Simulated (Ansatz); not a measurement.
`S[SiH2]S` + `OBCCO` → `OCC[SiH2]S` + `OBS`  (redistribution)

Program: Ansatz. Geometries: PBE0-D4/def2-TZVP. ΔE: electronic, gas phase. CCSD(T)/CBS adds triple-zeta CCSD(T) − MP2 to the extrapolated MP2 energy (def2 sets, frozen cores). One conformer a species, not always the lowest.

`S[SiH2]S`:

```xyz
7

S     1.737   -0.100   -0.478
Si   -0.180   -0.068    0.464
S    -1.280    1.595   -0.275
H     1.912   -1.419   -0.283
H    -0.848   -1.367    0.202
H    -0.108    0.172    1.925
H    -1.232    1.188   -1.556
```

`OBCCO`:

```xyz
12

O    -2.367   -0.346   -0.765
B    -1.144   -0.746   -0.340
C     0.055    0.254   -0.425
C     1.053    0.153    0.715
O     2.227    0.912    0.506
H    -3.032   -1.037   -0.711
H    -1.004   -1.872    0.070
H     0.588    0.012   -1.357
H    -0.308    1.283   -0.537
H     1.389   -0.880    0.831
H     0.575    0.442    1.663
H     1.969    1.824    0.350
```

`OCC[SiH2]S`:

Cartesian coordinates in Å:
```
O -0.472 -0.933 -1.302
C -1.144 -0.750 -0.066
C -0.127 -0.299 0.961
Si 0.849 1.211 0.404
S 2.514 0.726 -0.840
H -1.118 -1.143 -1.980
H -1.928 0.013 -0.168
H -1.625 -1.685 0.249
H 0.573 -1.108 1.188
H -0.645 -0.049 1.894
H -0.090 2.154 -0.265
H 1.453 1.899 1.575
H 1.759 -0.035 -1.651
```

`OBS`:

```xyz
6

O     1.342   -0.579    0.309
B     0.282    0.014   -0.283
S    -1.295    0.214    0.587
H     1.194   -0.880    1.210
H     0.412    0.405   -1.402
H    -1.935    0.826   -0.420
```

```tsv
species	CCSD(T)/CBS(def2) energy (Eh)
`S[SiH2]S`	-1087.08635
`OBCCO`	-255.50509
`OCC[SiH2]S`	-842.97459
`OBS`	-499.62211
```

Problem. Work out ΔE.

Solution. ΔE = (-842.97459) + (-499.62211) − (-1087.08635) − (-255.50509) = -0.00526 Eh = -13.8 kJ/mol.

Largest T1 diagnostic among the species: 0.013.

The D4 term adds −5.5 kJ/mol with B3LYP and −3.1 kJ/mol with PBE0; it sums over pairs of atoms, weighted by their polarisabilities, and B3LYP, whose exchange is more repulsive, gets the larger term. In def2-TZVPP, CCSD(T) changes the Hartree–Fock value by −11.2 kJ/mol (the triples alone add −2.4 kJ/mol) and MP2 by −12.3 kJ/mol.

B3LYP here is the variant with VWN-RPA as its local correlation; programs differ in this.
